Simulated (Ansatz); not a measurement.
Species: C$_{3}$H$_{3}$F, SMILES `FC1=CC1` with one electron removed (charge 1, multiplicity 2), formula C$_{3}$H$_{3}$F.

Problem. How many basis functions does frozen-core CCSD(T)/cc-pVTZ // PBE0-D3(BJ)/def2-TZVP in Ansatz (a program for electronic structure) use, how many core orbitals are frozen, and how many electrons are correlated?

Solution. 162 basis functions and 4 frozen orbitals, which leaves 21 correlated electrons. Core time is of the order of minutes.
